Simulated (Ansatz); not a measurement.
fluorine atom (F), doublet; B97M-V/cc-pVTZ run with Ansatz (a quantum-chemistry and plane-wave program).

Input for Ansatz:
Ansatz 0.2 input:
```yaml
crystal:
  periodic: [false, false, false]
  atoms:
    - {symbol: F, position_ang: [0.00000000, 0.00000000, 0.00000000]}
basis:
  gaussian:
    orbitals: cc-pVTZ
hamiltonian:
  xc: {name: B97M-V}
magnetization: {spin_polarized: true, initial_magnetization: 1}
accuracy: high
```

The log (banner, timings and long lists left out):

```
Functional definition: B97M-V
299 factors; integrals over basis functions are off by at most 2.7e-9 eV
mean field evaluation 1: about -2713.5145 eV, gradient 7.8e0 eV
mean field evaluation 2: about -2713.6073 eV, gradient 3.6e0 eV
mean field evaluation 4: about -2713.6393 eV, gradient 1.7e-2 eV
mean field evaluation 8: about -2713.6377 eV, gradient 2.1e-4 eV
mean field evaluation 16: about -2713.6377 eV, gradient 2.4e-8 eV
mean field -2713.63774854 eV, -99.7243478892 hartree, gradient 2.4e-8 eV, S^2 0.752377; 0 other end points of the search recorded, 0 dependent functions left out
reference -2713.63774959 eV, -99.7243479276 hartree; 5, 4 occupied and 25, 26 virtual orbitals, 299 factors
Total energy: -2713.63774959 eV, -99.7243479276 hartree
```
